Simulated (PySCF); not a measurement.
**Trend along the alkali metals: MN molecules**

PBE0 with double-zeta basis sets in PySCF, for the lowest determinant that a PBE0 search found; no spin–orbit coupling. De refers to high-spin ground-configuration atoms. A positive dipole means M(−)N(+).

```json
{"M": "Li", "basis": "jorge-DZP-DKH", "state (unpaired electrons)": "triplet (π ↑↑)", "Re (Å)": "1.916", "ωe (cm⁻¹)": "628", "De (eV)": "1.43", "μ (D)": "-6.70"}
{"M": "Na", "basis": "6-31G(d,p)", "state (unpaired electrons)": "triplet (π ↑↑)", "Re (Å)": "2.265", "ωe (cm⁻¹)": "364", "De (eV)": "0.92", "μ (D)": "-4.94"}
{"M": "K", "basis": "aug-pcseg-1", "state (unpaired electrons)": "triplet (π ↑↑)", "Re (Å)": "2.545", "ωe (cm⁻¹)": "317", "De (eV)": "1.14", "μ (D)": "-8.09"}
{"M": "Rb", "basis": "def2-SVPD", "state (unpaired electrons)": "triplet (π ↑↑)", "Re (Å)": "2.735", "ωe (cm⁻¹)": "260", "De (eV)": "0.84", "μ (D)": "-6.09"}
```

**Question.** By what factor does the well depth vary along the series?

**Answer.** At PBE0 it runs from 0.84 eV (RbN) to 1.43 eV (LiN), a factor of 1.70.

The rows differ in basis set, which adds steps of its own.

Down a group the atoms grow and get heavier, so bonds lengthen and wavenumbers fall; this series shows no clear exception.

Spin–orbit coupling is left out. States were picked by a PBE0 search and need not be the measured ground states.
